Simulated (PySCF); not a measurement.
Geometry:
| atom | x (Å) | y (Å) | z (Å) |
| --- | --- | --- | --- |
| C1 | 2.325 | -1.502 | -0.895 |
| N2 | 1.032 | -1.250 | -0.310 |
| Si3 | 0.306 | 0.314 | -0.317 |
| C4 | 1.274 | 1.678 | 0.588 |
| N5 | -1.195 | 0.076 | 0.495 |
| C6 | -1.945 | 1.187 | 1.020 |
| C7 | -2.058 | -1.018 | 0.122 |
| H8 | 2.428 | -0.890 | -1.788 |
| H9 | 2.411 | -2.552 | -1.183 |
| H10 | 3.154 | -1.260 | -0.219 |
| H11 | 0.873 | -1.830 | 0.501 |
| H12 | 0.223 | 0.674 | -1.749 |
| H13 | 1.268 | 1.536 | 1.666 |
| H14 | 0.883 | 2.668 | 0.380 |
| H15 | 2.311 | 1.669 | 0.264 |
| H16 | -2.632 | 1.606 | 0.274 |
| H17 | -1.268 | 1.970 | 1.344 |
| H18 | -2.540 | 0.858 | 1.878 |
| H19 | -2.590 | -1.389 | 1.004 |
| H20 | -1.463 | -1.820 | -0.301 |
| H21 | -2.805 | -0.708 | -0.619 |

All values are calculated (PySCF): structure optimised with GFN2-xTB, NMR shieldings at PBE0/pcSseg-1/GIAO. One computed conformer, rapidly exchanging positions averaged, gas phase, non-relativistic.

Chemical shifts δ = σref − σ; TMS for $^{13}$C, $^{1}$H, $^{29}$Si; NH3 for $^{15}$N, all at this level.

```csv
atoms,nucleus,count,Hirshfeld charge,δ (ppm)
C4,$^{13}$C,1,-0.22,-1.7
H16/H17/H18/H19/H20/H21,$^{1}$H,6,0.04,2.57
H8/H9/H10,$^{1}$H,3,0.04,?
H13/H14/H15,$^{1}$H,3,0.04,0.03
N5,$^{15}$N,1,-0.18,?
C1,$^{13}$C,1,-0.07,?
H11,$^{1}$H,1,0.11,-0.39
N2,$^{15}$N,1,-0.25,23.8
H12,$^{1}$H,1,-0.10,4.97
C6/C7,$^{13}$C,2,-0.07,39.7
Si3,$^{29}$Si,1,0.41,-14.9
```

**Question.** Fill in the missing shifts.

**Answer.** 
- C1: 29.3 ppm, methyl carbon bonded to N; pulled downfield by the heteroatom
- H8/H9/H10: 2.73 ppm, hydrogen on a methyl carbon bonded to N; its carbon carries N, an electronegative neighbour
- N5: 24.7 ppm, nitrogen bonded to 2 C, Si

Exchangeable OH/NH protons stand at their gas-phase positions; hydrogen bonding in a real sample shifts them, mostly to higher δ. Shifts are as computed. Against solution values, carbons near 30 ppm lie about +3 ppm off and those near 130 ppm about +5 ppm. Of 1309 compounds with measured shifts, 239 miss one by over three times the rms of a fit or turn the order of signals round; such compounds aren't used in these exercises. Experimental scales use liquid or dissolved standards, which lie at an offset from isolated NH3 (liquid NH3: subtract about 20 ppm).
